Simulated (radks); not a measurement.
Task: Species: Cs+. Configuration: [Xe]. All-electron calculation, Dirac Kohn-Sham, PBE, spin-unpolarised, spherical densities, point nucleus. Program: a radial shooting solver on a logarithmic mesh with Libxc functionals.

Spin-orbit splittings of the eigenvalues, e(l+1/2) - e(l-1/2), with zeta = 2 splitting/(2l+1) and mean radii in bohr:

shell  occ.  splitting (eV)  zeta (eV)  <r> j=l-1/2  <r> j=l+1/2
2p        6           352.3      234.9      0.09403      0.09992
3p        6               ?          ?       0.2887       0.3005
3d       10           14.33      5.732       0.2714       0.2751
4p        6           13.77      9.179       0.7206       0.7481
4d       10           2.285     0.9139       0.8307       0.8411
5p        6           1.648      1.098        2.009        2.101

Estimate the 3p splitting.

Result: 67.51 eV (zeta = 45.01 eV).
